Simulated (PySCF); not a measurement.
## Where the electron goes

Compound: C₇H₉FO₂.
Cartesian coordinates in Å at the PBE0-D3(BJ)/def2-SVP level; atoms count from 1:
```xyz
19
C7H9FO2 angstrom
C      3.458   -1.017   -0.377
O      2.293   -0.247   -0.136
C      2.024    0.696   -1.036
O      2.703    0.919   -2.002
C      0.787    1.499   -0.675
C     -0.305    0.754   -0.073
C     -1.233    0.149    0.416
C     -2.361   -0.599    0.972
C     -3.668   -0.288    0.270
F     -2.501   -0.321    2.319
H      4.352   -0.377   -0.397
H      3.524   -1.738    0.446
H      3.386   -1.542   -1.341
H      0.463    2.010   -1.594
H      1.118    2.291    0.020
H     -2.136   -1.678    0.890
H     -3.896    0.784    0.359
H     -4.482   -0.865    0.731
H     -3.604   -0.547   -0.796
```

Method used: TDDFT PBE0/def2-SVPD, vertical, gas phase, core orbitals frozen in the response (PySCF 2.14.0, density-fitted response routines).

Kohn–Sham orbitals with the atoms that hold most of them (Löwdin shares over 4%, at most four atoms; ? is withheld):

| orbital | ε (eV) | atoms |
| --- | --- | --- |
| HOMO-3 | -9.14 | O2 43%, O4 26%, C1 11%, C3 7% |
| HOMO-2 | -8.78 | O4 51%, C6 12%, C7 9%, O2 9% |
| HOMO-1 | -8.02 | C7 38%, C6 35%, C5 7%, O4 4% |
| HOMO | -7.69 | ? |
| LUMO | -0.16 | ? |
| LUMO+1 | 0.30 | C7 15%, C3 14%, C6 14%, C8 10% |
| LUMO+2 | 0.54 | C6 21%, C7 16%, C9 11%, C5 9% |

(1) Give the leading atoms of the HOMO.

(2) Which atoms hold the LUMO, and with what shares?

(3) The HOMO–LUMO gap is 7.53 eV. Where does the response calculation put the lowest singlet, and from which orbitals?

Answers

(1) C6 (bonded to 2 C) 29%; C7 (bonded to 2 C) 28%; O4 (bonded to C) 15%; C5 (bonded to 2 C and 2 H) 6%. By element: carbon 63% or more, oxygen 15% or more.

(2) C3 (bonded to C and 2 O) 29%; O4 (bonded to C) 22%; O2 (bonded to 2 C) 11%; C5 (bonded to 2 C and 2 H) 11%. By element: carbon 40% or more, oxygen 33%.

(3) S1 is at 5.81 eV (f = 0.0049), 1.72 eV below the gap, made of HOMO→LUMO (62%), HOMO-2→LUMO (22%). 

Next come S2 at 6.12 eV (f 0.0011), HOMO→LUMO+1 (46%), HOMO→LUMO+2 (18%), HOMO-1→LUMO (10%); S3 at 6.51 eV (f 0.0030), HOMO-1→LUMO (46%), HOMO→LUMO+2 (22%), HOMO-1→LUMO+1 (10%); S4 at 6.71 eV (f 0.0036), HOMO-1→LUMO+2 (30%), HOMO→LUMO+2 (15%), HOMO-1→LUMO (12%); S5 at 6.89 eV (f 0.011), HOMO-1→LUMO+1 (28%), HOMO-2→LUMO (19%), HOMO→LUMO (19%).

Löwdin shares depend on the basis, the more so with diffuse functions.

One conformer stands for the species.
